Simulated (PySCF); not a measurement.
These are PBE-D3(BJ)/def2-TZVP // CAM-B3LYP-D3(BJ)/def2-TZVP (PySCF 2.14.0) values and carry that method's errors. Isolated molecules, 0 K electronic values unless said otherwise. 

Reference species (SMILES): `B` (neutral, multiplicity 1).

```yaml
HOMO–LUMO gap: 5.44 eV
HOMO: -8.48 eV
LUMO: -3.04 eV
```

Changed species: `BCl` (1 of 3 H replaced by Cl; the reference has 0 of 3 H replaced by Cl).

Question: What does the change do to the HOMO–LUMO gap, HOMO and LUMO?

Answer: the HOMO–LUMO gap drops by 1.00 eV, to 4.44 eV; the HOMO rises by 1.21 eV, to -7.27 eV; the LUMO increases by 0.21 eV, to -2.83 eV.
